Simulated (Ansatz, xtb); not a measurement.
**Ranking isomers of C3H9B**

4 gas-phase structures of C3H9B, found in a search over its isomers (lower ones may exist). Each was relaxed with GFN2-xTB; where two conformers were screened, the lower at r2SCAN-D4/def2-SVP is listed:

A. `CB(C)C`, a singlet
B. `BC(C)C`, a singlet
C. `CBCC`, a singlet
D. `BCCC`, a singlet

Which do you expect lowest at r2SCAN-D4/def2-SVP, and how would the others follow?

Calculated order at r2SCAN-D4/def2-SVP: A (0.000), C (0.657), D (1.241), B (1.312) eV.

Energies above the lowest of each column, in eV; the last columns are at PBE0-D3(BJ)/def2-SVP geometries and were run for some of them only (a dash: not run or not comparable):

| structure | GFN2-xTB | HF/STO-3G | r2SCAN-D4/def2-SVP | PBE0-D3(BJ)/def2-SVP | CCSD(T)/def2-SVP + ΔMP2/def2-TZVPP |
| --- | --- | --- | --- | --- | --- |
| A | 0.027 | 0.000 | 0.000 | 0.000 | 0.000 |
| C | 0.062 | 0.517 | 0.657 | 0.597 | 0.589 |
| D | 0.000 | 0.960 | 1.241 | – | – |
| B | 0.051 | 1.023 | 1.312 | – | – |

CCSD(T)/def2-SVP + ΔMP2/def2-TZVPP puts A lowest of those it was run on; GFN2-xTB picks D. Flexible structures stand in one conformer each, not always the lowest. Frequencies (PBE0-D3(BJ)/def2-SVP) were run for A, C alone. ΔMP2 is the change of the MP2 energy from the smaller to the larger basis.

Over these structures GFN2-xTB departs from r2SCAN-D4/def2-SVP by 0.483 eV on average once a common shift is removed. A GFN2-xTB relaxation took about 0.12 s and the r2SCAN-D4/def2-SVP energy about 1.6 s on a shared host (Ansatz 0.2.0, xtb 6.7.1).
